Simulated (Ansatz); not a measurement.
Consider the substitution at a C–C bond: `CC(Cl)[SiH2]N` + `[NH]=[Mo](=[NH])([NH2])[OH]` → `C[O][Mo](=[NH])(=[NH])[NH2]` + `N[SiH2]CCl`.

Gas-phase electronic energies from Ansatz, PBE0-D4/def2-TZVP geometries. CCSD(T)/CBS adds triple-zeta CCSD(T) − MP2 to the extrapolated MP2 energy (def2 sets, frozen cores). Functionals use def2-TZVPP. B3LYP here is the variant with VWN-RPA as its local correlation; programs differ in this. def2 core potentials past Kr. For Mo outer-core shells are correlated without core-valence functions, which leaves a few kJ/mol of doubt a bond. One conformer a species, not always the lowest.

```tsv
level	ΔE (kcal/mol)	difference from CCSD(T)/CBS
PBE-D4	12.5	-1.1
r2SCAN-D4	12.7	-0.9
PBE0-D4	13.0	-0.6
B3LYP-D4	11.6	-2.0
ωB97X-V	12.6	-1.0
ωB97M-V	13.5	-0.1
B2PLYP	11.8	-1.8
PBE	12.0	-1.6
r2SCAN	12.7	-0.9
PBE0	12.7	-0.9
B3LYP	10.8	-2.8
HF/def2-TZVPP	10.5	-3.1
MP2/def2-TZVPP	13.9	0.3
SCS-MP2/def2-TZVPP	12.7	-0.9
CCSD/def2-TZVPP	12.9	-0.7
CCSD(T)/def2-TZVPP	12.8	-0.8
HF/def2-QZVPP	10.3	-3.3
MP2/def2-QZVPP	14.3	0.7
SCS-MP2/def2-QZVPP	13.1	-0.5
HF/CBS(def2)	10.3	-3.3
MP2/CBS(def2)	14.7	1.1
CCSD/CBS(def2)	13.7	0.1
CCSD(T)/CBS	13.6	0
```

Largest T1 diagnostic among the species: 0.022, so the coupled-cluster value is less sure than usual.

In def2-TZVPP, CCSD(T) changes the Hartree–Fock value by +2.4 kcal/mol (the triples alone add −0.0 kcal/mol) and MP2 by +3.4 kcal/mol. The D4 term adds +0.7 kcal/mol with B3LYP and +0.3 kcal/mol with PBE0; it sums over pairs of atoms, weighted by their polarisabilities, and B3LYP, whose exchange is more repulsive, gets the larger term.
